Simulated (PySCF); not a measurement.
## Bond curve of InB

Set-up: PySCF, scalar-relativistic core potentials, basis sets In aug-cc-pVDZ-PP with ECP28, B aug-cc-pVDZ. Energies in eV from In + B in their ground configurations at the same level. State: ³Π (triplet), unpaired electrons σ ↑, π ↑.

```csv
R (Å),UHF-CCSD
2.196,-1.079
2.294,-1.237
2.367,-1.297
2.440,-1.319
2.513,-1.312
2.611,-1.269
2.733,-1.178
2.879,-1.038
```

**Question.** Put a parabola through the three lowest points of the UHF-CCSD curve and estimate Re, k and ωe (reduced mass 10.05 u; 1 eV/Å² = 0.16022 mdyn/Å; ωe = 1302.8·√(k/μ) cm⁻¹).

**Answer.** Through R = 2.367, 2.44, 2.513 Å the second-order coefficient is 2.72 eV/Å², so Re ≈ 2.459 Å, k ≈ 0.872 mdyn/Å and ωe ≈ 384 cm⁻¹. A polynomial fit of higher order to the unrounded UHF-CCSD energies gives Re = 2.456 Å, k = 0.817 mdyn/Å, ωe = 371 cm⁻¹; anharmonicity and rounding make the difference.

The higher-order fit for each curve: UHF-CCSD: Re = 2.456 Å, ωe = 371 cm⁻¹, De = 1.32 eV.

Correlated steps freeze 5 core orbitals. Correlated levels converge slowly with the basis: in double zeta they bind strong bonds too weakly, by up to about 1 eV, and carry superposition errors of some tenths. Spin–orbit coupling is left out, which matters for elements this heavy, above all for dissociation energies. The state was picked by a PBE0 search and need not be the measured ground state.
